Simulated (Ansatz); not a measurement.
System: C6H11 (charge 0, doublet). It need not be the lowest isomer of its formula. 
Structure (B3LYP-D3(BJ)/def2-TZVP (Ansatz, a program for electronic structure) minimum search):
```xyz
17

C      2.9582    -0.8285     0.1631
C      1.8962     0.1801    -0.0758
C      0.4711    -0.4144    -0.0468
C     -0.6098     0.6450    -0.2938
C     -1.9891     0.0649    -0.3150
C     -2.9612     0.3694     0.5352
H      3.3340    -1.4403    -0.6461
H      3.2724    -1.0788     1.1673
H      2.0433     0.6603    -1.0492
H      1.9509     0.9718     0.6785
H      0.2957    -0.8936     0.9197
H      0.3948    -1.2020    -0.8020
H     -0.5474     1.4211     0.4742
H     -0.4057     1.1335    -1.2540
H     -2.1788    -0.6762    -1.0883
H     -2.8149     1.0999     1.3234
H     -3.9370    -0.0952     0.4750
```
Charge 0, spin multiplicity 2.

Quantity: atomisation energy (electronic, to ground-state atoms), in eV. Correlated levels leave the core frozen unless marked. UHF or UKS for open shells. No spin-orbit coupling. No relativistic terms. The coupled-cluster limit lacks core correlation, which all-electron functionals hold. Basis-set limits of correlation are two-point, X^-3; Hartree-Fock from the larger set. The bracket is a focal-point correction in the basis named.

```csv
level,program,atomisation energy (eV),minus last row
PBE0-D3(BJ)/def2-TZVPD,Ansatz + dftd3,71.56,0.75
BHLYP-D3(BJ)/def2-TZVPD,Ansatz + dftd3,69.49,-1.32
PBE-QIDH/def2-TZVPD,Ansatz,70.64,-0.17
MP2/cc-pVDZ,Ansatz,66.75,-4.06
RI-MP2/cc-pVQZ,Ansatz,70.87,0.06
CCSD(T)/6-31G*,Ansatz,65.17,-5.64
"RI-MP2/CBS(cc-pVTZ,cc-pVQZ)+[CCSD(T)-MP2]/cc-pVTZ",Ansatz,70.81,0.00
```
